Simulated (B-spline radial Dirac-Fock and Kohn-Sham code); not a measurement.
In⁺ in Watson spheres of different radius

The computed values come from a B-spline atomic structure program: Dirac-Fock (average of configuration) total-energy differences with a finite nucleus, the Breit interaction including its frequency dependence, and self-energy and vacuum-polarisation corrections. The ion, [Kr] 4d10 5s2, sits in a hollow sphere of charge Q = -1, a simple model of the Madelung potential. Inside the sphere an electron's potential energy is raised by the constant 14.40·|Q|/R eV, so binding energies fall by about that much as long as the orbitals stay inside.

| radius (Å) | 14.40 |Q|/R (eV) | 1s (eV) | 2s (eV) | 2p1/2 (eV) | 2p3/2 (eV) | 3s (eV) | 3p1/2 (eV) | 3p3/2 (eV) | 3d3/2 (eV) | 3d5/2 (eV) | 4s (eV) | 4p1/2 (eV) | 4p3/2 (eV) | 4d3/2 (eV) | 4d5/2 (eV) | 5s (eV) |
| --- | --- | --- | --- | --- | --- | --- | --- | --- | --- | --- | --- | --- | --- | --- | --- | --- |
| 2 | 7.20 | 27948.7 | 4254.0 | 3948.7 | 3740.7 | 838.6 | 715.2 | 676.7 | 460.4 | 452.8 | 140.1 | 98.17 | 91.54 | 25.58 | 24.74 | 10.00 |
| 2.2 | 6.55 | 27949.3 | 4254.6 | 3949.2 | 3741.2 | 839.2 | 715.7 | 677.3 | 461.0 | 453.4 | 140.7 | 98.75 | 92.12 | 26.16 | 25.32 | 10.56 |

From the smallest to the largest radius 1s moves by +0.6 eV, while the constant potential alone would give +0.7 eV; the difference comes from charge outside the sphere and its screening.
